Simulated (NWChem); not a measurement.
System: GaH, singlet; SMILES [GaH]

Program: NWChem. Low-valent species are run as closed-shell singlets; no triplet was tried in these runs. All runs use the structure optimised with PBE0-D3(BJ)/def2-TZVP. Vertical excitations in the gas phase; the lowest state need not have the same character in each row.

```csv
level,"lowest excitation, singlet (eV)",oscillator strength of that lowest state,lowest triplet (eV),orbital gap (eV)
"PBE/def2-SVP, full TDDFT",[?],0.024,1.86,[?]
"B3LYP/def2-SVP, full TDDFT",2.92,0.027,1.96,3.83
"CAM-B3LYP/def2-SVP, full TDDFT",2.90,0.029,1.86,6.39
"LRC-wPBEh/def2-SVP, full TDDFT",2.93,0.033,1.69,7.62
```

Q: Complete the blanks.

A: 
- PBE/def2-SVP, full TDDFT, lowest excitation, singlet (eV): 2.85
- PBE/def2-SVP, full TDDFT, orbital gap (eV): 2.48
